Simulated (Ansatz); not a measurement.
Consider the ligand exchange at a B–C bond: `CBCBO` + CH₃OH → `CBOC` + `CBO`.

Program: Ansatz. Geometries: PBE0-D4/def2-TZVP. ΔE: electronic, gas phase. CCSD(T)/CBS is the MP2 limit (def2-TZVPP, def2-QZVPP) plus CCSD(T) − MP2 in def2-TZVPP, frozen cores. This one scheme is used for every species. Functionals use def2-TZVPP. B3LYP here is the variant with VWN-RPA as its local correlation; programs differ in this. Each species was taken in one conformer, which may not be the lowest.

`CBCBO`:

Z-matrix (Å, degrees):
```
C
B 1 1.559
H 1 1.095 2 112.2
H 1 1.092 2 115.4 3 -126.3
H 1 1.100 2 107.0 3 114.3
C 2 1.555 1 123.6 3 135.8
H 2 1.203 1 118.2 3 -43.6
B 6 1.573 2 107.9 1 -107.6
H 6 1.098 2 108.4 1 139.7
H 6 1.095 2 113.2 1 16.8
O 8 1.355 6 123.0 2 107.7
H 8 1.198 6 121.6 2 -71.1
H 11 0.962 8 113.3 6 0.9
```

CH₃OH:

```xyz
6

C     0.142    0.301    0.126
O    -0.079   -0.744   -0.793
H     0.875    0.972   -0.324
H     0.551   -0.059    1.078
H    -0.768    0.879    0.330
H    -0.721   -1.349   -0.416
```

`CBOC`:

Cartesian coordinates in Å:
```
C -1.686 -0.554 -0.721
B -0.221 -0.065 -0.501
O 0.253 0.076 0.753
C 1.568 0.511 1.017
H -2.226 -0.735 0.210
H -2.245 0.176 -1.316
H -1.690 -1.476 -1.314
H 0.514 0.194 -1.424
H 1.528 1.421 1.619
H 2.115 0.712 0.091
H 2.091 -0.260 1.587
```

`CBO`:

Z-matrix (Å, degrees):
```
C
B 1 1.559
H 1 1.096 2 110.2
H 1 1.092 2 113.4 3 122.1
H 1 1.096 2 110.2 3 -115.8
O 2 1.357 1 119.4 3 -122.1
H 2 1.207 1 121.8 3 57.8
H 6 0.960 2 113.1 1 180.0
```

| level | ΔE (kJ/mol) | difference from CCSD(T)/CBS |
| --- | --- | --- |
| PBE-D4 | -134.5 | 2.8 |
| r2SCAN-D4 | -138.8 | -1.5 |
| PBE0-D4 | -134.1 | 3.2 |
| B3LYP-D4 | -142.9 | -5.6 |
| ωB97X-V | -138.8 | -1.5 |
| ωB97M-V | -139.2 | -1.9 |
| B2PLYP | -145.1 | -7.8 |
| PBE | -136.6 | 0.7 |
| r2SCAN | -139.4 | -2.1 |
| PBE0 | -136.0 | 1.3 |
| B3LYP | -146.1 | -8.8 |
| HF/def2-TZVPP | -148.3 | -11.0 |
| MP2/def2-TZVPP | -139.2 | -1.9 |
| SCS-MP2/def2-TZVPP | -141.6 | -4.3 |
| CCSD/def2-TZVPP | -140.2 | -2.9 |
| CCSD(T)/def2-TZVPP | -139.9 | -2.6 |
| HF/def2-QZVPP | -148.3 | -11.0 |
| MP2/def2-QZVPP | -137.7 | -0.4 |
| SCS-MP2/def2-QZVPP | -140.3 | -3.0 |
| HF/CBS(def2) | -148.3 | -11.0 |
| MP2/CBS(def2) | -136.6 | 0.7 |
| CCSD/CBS(def2) | -137.7 | -0.4 |
| CCSD(T)/CBS | -137.3 | 0 |

Largest T1 diagnostic among the species: 0.012.

The D4 term adds +3.2 kJ/mol with B3LYP and +1.9 kJ/mol with PBE0; it sums over pairs of atoms, weighted by their polarisabilities, and B3LYP, whose exchange is more repulsive, gets the larger term. In def2-TZVPP, CCSD(T) changes the Hartree–Fock value by +8.4 kJ/mol (the triples alone add +0.4 kJ/mol) and MP2 by +9.1 kJ/mol.
